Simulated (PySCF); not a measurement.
CH$_{3}$BrOSn, singlet, geometry from GFN2-xTB (such geometries of metal compounds can be far from the true shape) (core potentials on Sn).

PySCF was given this input:
```python
from pyscf import gto, scf

mol = gto.M(
    atom='''
Sn    0.474138   -0.216090    0.791143
Br   -1.361145    1.034243   -0.423430
O     1.329296   -1.257157   -0.686098
C     1.463499   -1.666110   -2.021241
H     0.730644   -1.171708   -2.662414
H     2.467652   -1.421609   -2.374087
H     1.319538   -2.746773   -2.084351
''',
    basis='def2-svpd',
    ecp={'Sn': 'def2-svpd'},
    charge=0,
    spin=0,
    verbose=4,
    max_memory=1800,
)

mf = scf.RHF(mol)
mf = mf.density_fit(auxbasis='def2-universal-jkfit')
mf.kernel()
```

Task: Predict the HOMO energy from DF-HF/def2-SVPD in PySCF.

Result: -9.99 eV

Task: What is the computed nuclear repulsion energy (DF-HF/def2-SVPD)?

Result: 352.2621 Eh

Task: Predict the number of basis functions from DF-HF/def2-SVPD.

Result: 140

Task: Estimate the HOMO-LUMO gap that DF-HF/def2-SVPD returns for this input.

Result: 10.05 eV

Task: Estimate the dipole moment that DF-HF/def2-SVPD returns for this input.

Result: 2.30 D

Task: Predict the total energy from DF-HF/def2-SVPD.

Result: -2899.917031 Ha
